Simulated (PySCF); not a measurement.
CF₅In, SMILES [F][In]([F])[C](F)(F)F. Atoms are numbered in the order given.

```xyz
7

In    -0.0234     0.1735     0.6374
C      0.0415    -0.4079    -1.4949
F     -0.8954     0.2282    -2.2061
F     -0.1516    -1.7250    -1.6382
F      1.2371    -0.1062    -2.0213
F     -0.9946     1.7154     1.3322
F      0.9044    -0.7848     2.0600
```
Charge 0, spin multiplicity 1.

Coordinates come from a r2SCAN-D4/def2-SVP optimisation. The structure was generated by enumeration; whether it is a known compound was not checked. The def2 effective core potentials stand for the cores of In; spin–orbit coupling is left out.

Method: C-PCM-M06-2X/def2-SVP in PySCF.

The values are the electrostatic part of the solvation free energy, E(continuum) − E(gas) at the gas-phase geometry, in a cavity of scaled van der Waals radii (PySCF's table); cavitation and dispersion terms are not included. A continuum can't describe solvent molecules that bind to the metal. In vacuum the orbital gap is 9.12 eV. The dipole moment in vacuum is 1.74 D.

| solvent | ε | ΔG(elec) (kcal/mol) | dipole (D) | gap (eV) |
|---|---|---|---|---|
| water | 78.36 | (withheld) | (withheld) | (withheld) |
| toluene | 2.37 | -8.4 | 1.86 | 9.22 |
| chlorobenzene | 5.70 | -12.2 | 1.91 | 9.26 |

Task: Some entries are withheld; supply them. (An estimate is asked for; the answer gives what the named calculation found.)

Result: 
- water, ΔG(elec) (kcal/mol): -14.8
- water, dipole (D): 1.95
- water, gap (eV): 9.28
